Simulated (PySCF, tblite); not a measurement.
Isomers of C7H5ClN (doublet state), one GFN2-xTB conformer each. Single-point energies are computed at B3LYP/pcH-1 (PySCF, gas phase, no added dispersion term), electronic only. GFN2-xTB treats the open shell by occupation alone, and not every SCF solution was tested for stability.

Problem. Rank them by B3LYP/pcH-1 energy, lowest first (kJ/mol).
A. `[N:1]#[C:2][CH2:3][C:4]1=[CH:5][CH:6]=[C:7][C@@H:8]1[Cl:9]` (doublet state) with C2–C3–C4–C5 -108°
B. `[N:1]#[C:2][CH2:3][C:4]1=[C:5][CH:6]=[CH:7][C@@H:8]1[Cl:9]` (doublet state) with C2–C3–C4–C5 -116°

Solution. B (0.0), A (9.4).

Neighbours under 21 kJ/mol apart (N#CCC1=[C]C=C[C@@H]1Cl and N#CCC1=CC=[C][C@@H]1Cl) can change places with a better method, another conformer or zero-point energy. GFN2-xTB itself gives, in the same order: 0.0, 3.6. Both levels put the same isomer lowest.

Problem. What happens when harmonic zero-point energies from GFN2-xTB frequencies are added?

Solution. 
```csv
SMILES,ZPE (kJ/mol),electronic (kJ/mol),with ZPE (kJ/mol)
N#CCC1=[C]C=C[C@@H]1Cl,249.5,0.0,0.0
N#CCC1=CC=[C][C@@H]1Cl,249.5,9.4,9.5
```

The zero-point energies span 0.0 kJ/mol. The order is unchanged.

Problem. As an exercise, what shares would exp(−E/RT) give at 500 K from these electronic energies alone (no entropy, no degeneracies)?

Solution. RT = 4.157 kJ/mol: N#CCC1=[C]C=C[C@@H]1Cl 90.5 %, N#CCC1=CC=[C][C@@H]1Cl 9.5 %.
